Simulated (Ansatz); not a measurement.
Cost and result up the ladder for the cluster Al₆As (the lowest doublet isomer of a short search) (7 atoms). Charge 0, multiplicity 2. Geometry: PBE0-D4/def2-SVP.

```xyz
7

As   -1.329    2.069    0.301
Al    2.046   -0.332    0.001
Al    0.253    0.707    1.574
Al   -1.618   -0.453   -0.120
Al    0.332    1.173   -1.248
Al    0.203   -1.337   -1.738
Al    0.112   -1.826    1.231
```

Ansatz on 4 threads of Arm Neoverse V2 on a shared host. Times are rough, and most runs start from the orbitals of an earlier one. No level here is sound enough to serve as a yardstick. Binding counts from free atoms at the same level (As quartet, Al doublet; other spins of the atoms weren't run), without zero-point energy or a counterpoise term.

The 6-31G sets use Cartesian d functions. B3LYP takes the VWN-RPA correlation. Correlated methods freeze 39 core orbitals; core or outer-core shells of As are correlated, in sets that lack core-valence functions. The structure comes from a short search, and lower isomers may exist.

Run but left out: HF/STO-3G, HF/6-31G, B2PLYP/def2-TZVP, MP2/def2-TZVP, CCSD(T)/def2-SVP (⟨S²⟩ 1.15 to 2.23, where a pure state has 0.75).

Correlated methods converge slowly with the basis.

```tsv
level	functions	wall time	binding energy per atom (eV)	remarks
PBE-D4/def2-SVP	140	5.5 s	2.42	–
B3LYP-D4/6-31G	107	6.5 s	1.71	spin-contaminated (⟨S²⟩ 0.92)
PBE0-D4/def2-SVP	140	8.5 s	2.31	spin-contaminated (⟨S²⟩ 0.97)
PBE-D4/def2-TZVP	270	12 s	2.44	–
BLYP-D4/def2-TZVP	270	12 s	2.09	–
PBE-D4/def2-TZVPD	312	17 s	2.44	–
RPA@PBE/def2-TZVP	270	18 s	1.95	–
PBE0-D4/def2-TZVPD	312	26 s	2.34	spin-contaminated (⟨S²⟩ 0.95)
r2SCAN-D4/def2-TZVP	270	35 s	2.42	spin-contaminated (⟨S²⟩ 0.99)
PBE0-D4/def2-TZVP (with forces)	270	39 s	2.34	spin-contaminated (⟨S²⟩ 0.95)
```
